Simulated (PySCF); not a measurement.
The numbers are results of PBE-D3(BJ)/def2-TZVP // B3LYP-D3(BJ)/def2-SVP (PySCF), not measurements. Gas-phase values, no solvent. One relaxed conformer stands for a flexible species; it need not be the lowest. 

Reference species (SMILES): `C[CH2][Ge]([CH2]C)([CH2]C)[CH2]C` (neutral, multiplicity 1).

```
Item             Result
-------------  --------
HOMO           -6.23 eV
HOMO–LUMO gap   6.31 eV
```

Changed species: `[Ge]([I])([CH2]C)([I])[CH2]C` (C–C–Ge–I torsion 58°, I–Ge–C–C torsion -59°) (2 of 4 C2H5 replaced by I; the reference has 0 of 4 C2H5 replaced by I).

### Question
Predict the effect on the HOMO and HOMO–LUMO gap.

### Answer
the HOMO rises by 0.03 eV, to -6.20 eV; the HOMO–LUMO gap drops by 2.40 eV, to 3.91 eV.
